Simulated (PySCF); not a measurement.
# Polarisability and C₆ of Co⁺ (cobalt, charge +1)

[Ar] 3d8, high-spin 3F determinant. Computed with PySCF 2.14 in aug-cc-pVQZ (9s8p6d4f3g2h, 140 functions), with the non-relativistic Hamiltonian (point nucleus). Coupled (time-dependent) response in atomic units; α is the mean over directions.

```
method  mean α (bohr³)  C₆ (like pair)  S(−4)
M06-2X           8.035           27.59  61.89
```

S(−4) is the Cauchy moment in α(ω) = α(0) + S(−4) ω² + …

α(iu) at M06-2X:

```json
{"u (hartree)": "0", "α(iu) (bohr³)": "8.035"}
{"u (hartree)": "0.0500", "α(iu) (bohr³)": "7.885"}
{"u (hartree)": "0.100", "α(iu) (bohr³)": "7.492"}
{"u (hartree)": "0.200", "α(iu) (bohr³)": "6.425"}
{"u (hartree)": "0.300", "α(iu) (bohr³)": "5.446"}
{"u (hartree)": "0.500", "α(iu) (bohr³)": "4.090"}
{"u (hartree)": "0.750", "α(iu) (bohr³)": "3.073"}
{"u (hartree)": "1.00", "α(iu) (bohr³)": "2.425"}
{"u (hartree)": "1.50", "α(iu) (bohr³)": "1.655"}
{"u (hartree)": "2.00", "α(iu) (bohr³)": "1.219"}
{"u (hartree)": "3.00", "α(iu) (bohr³)": "0.7505"}
{"u (hartree)": "5.00", "α(iu) (bohr³)": "0.3728"}
```

A single London oscillator, α(iu) = α/(1 + u²/ω²), gives C₆ = (3/4) ω α². Matching the computed C₆ needs ω = 4 × 27.59 / (3 × 8.035²) = 0.570 hartree.

For an ion, C₆ is the dispersion term alone; charge-induced terms of lower order in 1/R come first.
